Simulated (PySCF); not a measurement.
Vertical excitations of a molecule CH₄F₂O₂Si from TDA-M06-2X/def2-SVPD (PySCF), as energy in eV (oscillator strength): 8.31 (0.001), 8.84 (0.008), 9.00 (0.018), 9.29 (0.050), 9.67 (0.011), 9.78 (0.055), 9.83 (0.041), 10.16 (0.008), 10.24 (0.076), 10.45 (0.007). Lowest triplet (TDA): 8.09 eV. The structure is a stationary point at PBE0-D3(BJ)/def2-SVP. The values are those of a single conformer.

Which molecule gave these data?
(A) O[Si](O)(F)CF
(B) O[SiH](O)C(F)F
(C) CO[Si](O)(F)F

C, CO[Si](O)(F)F
